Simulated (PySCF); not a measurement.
BI: frontier orbitals

PBE0 at R = 2.133 Å; basis B x2c-SVPall, I x2c-SVPall; spin-free X2C with a Gaussian nucleus; PySCF 2.14. State: ¹Σ⁺ (singlet), closed shell. Only the outer orbitals are listed, counted within each symmetry.

| orbital | occ. | ε (eV) | on B (%) | main shells (%) |
| --- | --- | --- | --- | --- |
| 11σ | 2 | -20.36 | 9 | 89 I s |
| 12σ | 2 | -12.48 | 45 | 46 I p, 41 B s |
| 6π | 2 | -8.72 | 9 | 90 I p, 9 B p |
| 6π | 2 | -8.72 | 9 | 90 I p, 9 B p |
| 13σ | 2 | -7.14 | 75 | 48 B s, 26 B p, 25 I p |
| 7π | 0 | -2.29 | 87 | 87 B p, 9 I p |
| 7π | 0 | -2.29 | 87 | 87 B p, 9 I p |
| 14σ | 0 | 0.94 | 57 | 53 B p, 29 I p, 14 I d |

Which are the highest filled and the lowest empty level, where do they sit, and how wide is the gap?

Highest filled 13σ at -7.14 eV (in %: 48 B s, 26 B p, 25 I p); lowest empty 7π at -2.29 eV (in %: 87 B p, 9 I p); the gap at PBE0 is 4.85 eV.

The bond order (Mayer) is 1.47, the ⟨S²⟩ is 0.000 and the charge on B (Mulliken, basis-dependent) is 0.03. The charge on B (Löwdin, basis-dependent) is -0.23, the dipole moment (positive dipole means B(−)I(+)) is 1.58 D and the polarisability along the bond is 65.5 bohr³. The polarisability across the bond is 31.2 bohr³.

Spin–orbit coupling is left out.
